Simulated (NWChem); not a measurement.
System meant: CHO2 cation; SMILES O=C=[OH+]

The following NWChem deck was run.

```
start job
memory heap 200 mb stack 900 mb global 1100 mb
charge 1
geometry units angstroms noautosym nocenter noautoz
  O      0.035541    -1.224123     0.000000
  C      0.004729    -0.085186     0.000000
  O     -0.164029     1.128390     0.000000
  H      0.606035     1.766601     0.000000
end
basis spherical
  O library def2-svp
  C library def2-svp
  H library def2-svp
end
dft
  xc xtpss03 ctpss03
  iterations 150
end
property
  shielding
end
task dft property
```

End of the output:

```
 Vector   14  Occ=0.000000D+00  E=-2.926197D-01
              MO Center=  3.4D-01,  7.6D-01,  5.4D-10, r^2= 2.6D+00
   Bfn.  Coefficient  Atom+Function         Bfn.  Coefficient  Atom+Function
  ----- ------------  ---------------      ----- ------------  ---------------
    17      0.976512  2 C  s                 31     -0.700003  3 O  s
    44      0.621013  4 H  s                  3     -0.411695  1 O  s
    30     -0.329274  3 O  s                 43      0.262422  4 H  s
    16      0.252457  2 C  s                  5     -0.222642  1 O  py
    32     -0.221104  3 O  px                 8     -0.211753  1 O  py

 center of mass
 --------------
 x =  -0.05827501 y =  -0.03246501 z =   0.00000000

 moments of inertia (a.u.)
 ------------------
         169.814280836826           9.306314516592           0.000000000000
           9.306314516592           2.778947736011           0.000000000000
           0.000000000000           0.000000000000         172.593228572837

     Multipole analysis of the density
     ---------------------------------

     L   x y z        total         alpha         beta         nuclear
     -   - - -        -----         -----         ----         -------
     0   0 0 0      1.000000    -11.000000    -11.000000     23.000000

     1   1 0 0      0.609214      0.676406      0.676406     -0.743598
     1   0 1 0      1.241099      0.157925      0.157925      0.925250
     1   0 0 1     -0.000000     -0.000000     -0.000000      0.000000

     2   2 0 0     -9.327373     -5.722082     -5.722082      2.116791
     2   1 1 0      2.277851      2.496924      2.496924     -2.715998
     2   1 0 1      0.000000      0.000000      0.000000      0.000000
     2   0 2 0     -5.401222    -47.943046    -47.943046     90.484870
     2   0 1 1     -0.000000     -0.000000     -0.000000      0.000000
     2   0 0 2    -10.185245     -5.092622     -5.092622      0.000000

          -----------------------------------------
          Chemical Shielding Tensors (GIAO, in ppm)
          -----------------------------------------

 ------------------------------------------------------------------------
  xtpss03: d2 not coded                    0
 ------------------------------------------------------------------------
 ------------------------------------------------------------------------
  current input line :
    22: task dft property
 ------------------------------------------------------------------------
 ------------------------------------------------------------------------
 This error has not yet been assigned to a category
 ------------------------------------------------------------------------
 For more information see the NWChem manual at https://nwchemgit.github.io

0: xtpss03: d2 not coded:Received an Error in Communication
```

### Question
Can this run be used? If not, why, and what is the fix?

### Answer
The program stopped with an error. Cause: this functional's second derivatives, which shieldings need, aren't coded here; the fix takes a hybrid GGA instead. This input runs:
```
start job
memory heap 200 mb stack 900 mb global 1100 mb
charge 1
geometry units angstroms noautosym nocenter noautoz
  O      0.035541    -1.224123     0.000000
  C      0.004729    -0.085186     0.000000
  O     -0.164029     1.128390     0.000000
  H      0.606035     1.766601     0.000000
end
basis spherical
  O library def2-svp
  C library def2-svp
  H library def2-svp
end
dft
  xc pbe0
  iterations 150
end
property
  shielding
end
task dft property
```
It converges to -188.45690 Ha (PBE0/def2-SVP, GIAO).
